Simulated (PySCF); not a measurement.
**Isomerisation enthalpies of C8H18O**

**What was measured.**

From CRC Handbook of Chemistry and Physics, for the gas at 298.15 K: enthalpy of formation of `CC(C)(C)OC(C)(C)C` -362 kJ/mol; enthalpy of formation of `CCCCCCCCO` -355.6 kJ/mol; enthalpy of formation of `CCCCOCCCC` (n-Bu2O) -332.8 kJ/mol.

How close the calculation comes is told at the end.

Differences of these values give the isomerisation enthalpies. Geometries: PBE0-D3(BJ)/def2-SVP; runs in PySCF, gas phase, with a dispersion term only where the level names one. Total electronic energies (Eh):

```
           SMILES  PBE0-D3(BJ)/def2-SVP
CC(C)(C)OC(C)(C)C            -390.18353
        CCCCCCCCO            -390.18702
        CCCCOCCCC            -390.18104
```

Zero-point and thermal terms are left out, so the computed numbers are electronic energies.

**Comparison with experiment**

Relative to `CC(C)(C)OC(C)(C)C`, the lowest by measurement, in kJ/mol (measured: enthalpies at 298.15 K; computed: electronic energies):

```tsv
SMILES	measured	PBE0-D3(BJ)/def2-SVP
CC(C)(C)OC(C)(C)C	0.0	0.0
CCCCCCCCO	6.4	-9.1
CCCCOCCCC	29.2	6.5
```

Measured values: -362 kJ/mol (298.15 K; CRC Handbook of Chemistry and Physics) for the first row; the others come from the same table. Mean unsigned miss over the other isomers: PBE0-D3(BJ)/def2-SVP 19.1 kJ/mol. PBE0-D3(BJ)/def2-SVP puts another isomer lowest. One conformer stands for `CCCCCCCCO` and `CCCCOCCCC`, not necessarily the lowest, while the measurement averages over conformers. Where a level misses, the cause wasn't examined.

The values belong to the conformer `[CH3:1][C:2]([CH3:3])([CH3:4])[O:5][C:6]([CH3:7])([CH3:8])[CH3:9]`: C1–C2–O5–C6 -46°, C2–O5–C6–C7 -163°.
